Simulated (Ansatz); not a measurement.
Pulling on the Ge1–H2 bond in ClGeH (SMILES [Cl][GeH]) (multiplicity 1 held, fragments rigid). Energies count from the point at 1.606 Å.
Geometry at that point (charge 0, multiplicity 1):
```xyz
3

Ge     0.529    -0.162     0.505
H      1.620    -0.383    -0.652
Cl    -1.090     0.328    -0.912
```

Restricted levels (R-, RO-) in cc, def2 and unpolarised 6-31G sets keep to the state of the molecule at rest. Unrestricted levels (U-) break spin symmetry where that is lower. Levels need not reach the same state.

Run with Ansatz (a quantum-chemistry and plane-wave program). 

**Question.** One of these levels gives 421.2 kJ/mol for the energy at R = 5.138 Å. Name it.
A. R-B3LYP/def2-TZVPP
B. U-HF/def2-TZVPP
C. R-PBE/def2-TZVPP
D. R-wB97X-V/def2-TZVPP

**Answer.** A, R-B3LYP/def2-TZVPP. The others give 207.7 (U-HF/def2-TZVPP), 380.9 (R-PBE/def2-TZVPP), 551.2 (R-wB97X-V/def2-TZVPP)

Doubts at one or more of the structures used: a spin-contaminated determinant (U-HF/def2-TZVPP); a restricted determinant that unrestricted orbitals would lower (R-PBE/def2-TZVPP, R-B3LYP/def2-TZVPP, R-wB97X-V/def2-TZVPP).
